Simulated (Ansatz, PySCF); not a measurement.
Sn(nBu)(OH)3 (C4H12O3Sn), SMILES CCC[CH2][Sn]([OH])([OH])[OH].

Geometry: PBE0-D3(BJ)/def2-SVP. The isomer is the one that the SMILES or the coordinates give; other isomers of the formula were not compared. The def2 effective core potentials stand for the cores of Sn; spin–orbit coupling is left out. Other conformers were not sampled.

Vertical ionisation energy (IE) and electron affinity (EA) in eV. Rows of orbital energies are one-electron estimates. Where ΔSCF, EOM or ADC give a negative EA the extra electron is unbound and the value depends on the basis.

```csv
level,IE,EA
"−ε(HOMO), −ε(LUMO), CAM-B3LYP/def2-SVP (PySCF)",9.18,-0.51
"ΔSCF, PBE0/def2-SVPD (Ansatz), final states of multiplicity 2 and 2",9.85,-0.31
```

Task: What vertical singlet–triplet gap does ΔSCF give with PBE0/def2-SVPD (Ansatz, a quantum-chemistry and plane-wave program)? (Estimate from the structure and the level; the computed values follow.)

Result: 5.34 eV (triplet above singlet where positive).
